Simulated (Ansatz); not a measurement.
`[CH3][Sn]([F])([F])[Cl]` from Hartree–Fock to CCSD(T)

Z-matrix (Å, degrees):
```
C
Sn 1 2.106
H 1 1.089 2 108.7
H 1 1.089 2 108.1 3 119.9
H 1 1.089 2 108.7 3 -120.2
F 2 1.903 1 111.6 3 -178.1
F 2 1.903 1 111.7 3 -63.1
Cl 2 2.294 1 117.1 3 59.4
```

The species carries charge 0 and has multiplicity 1. Correlated methods include outer-core shells of Sn, which these sets cover unevenly. Sn: def2 effective core potential. The geometry is a stationary point of PBE0-D4/def2-TZVP. Frozen core, restricted reference, Ansatz.

```tsv
basis	HF (Eh)	MP2 corr.	CCSD corr.	(T)	CCSD(T) total
def2-SVP	-911.10530	-0.75734	-0.78983	-0.01633	-911.91146
def2-TZVPP	-911.58579	-1.18432	-1.20236	-0.04046	-912.82861
def2-QZVPP	-911.61409	-1.47914	–	–	–
```
